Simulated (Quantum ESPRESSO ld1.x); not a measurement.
Question: Neutral tellurium, 52 electrons, occupied as [Kr] 4d10 5s2 5p4 (the NIST ground configuration). Calculated with ld1.x of Quantum ESPRESSO 7.5: non-relativistic Kohn-Sham, PBE, spin-unpolarised, spherical densities, point nucleus; relativity is left out, which matters for an element this heavy. Some entries of the table are withheld. Estimate them.

orbital,occ.,eigenvalue (Ry),<r^2> (bohr^2)
1s,2,-2234.08,0.001143
2s,2,(1),0.01865
2p,6,-313.720,0.01401
3s,2,-66.3594,0.1286
3p,6,-57.7497,0.1233
3d,10,-41.7610,0.1043
4s,2,-11.1794,0.7134
4p,6,-8.21655,(2)
4d,10,-3.21291,(3)
5s,2,-1.02583,5.365
5p,4,-0.44233,8.375

Answer: 
(1) 2s eigenvalue (Ry): -334.327
(2) 4p <r^2> (bohr^2): 0.7925
(3) 4d <r^2> (bohr^2): 1.092
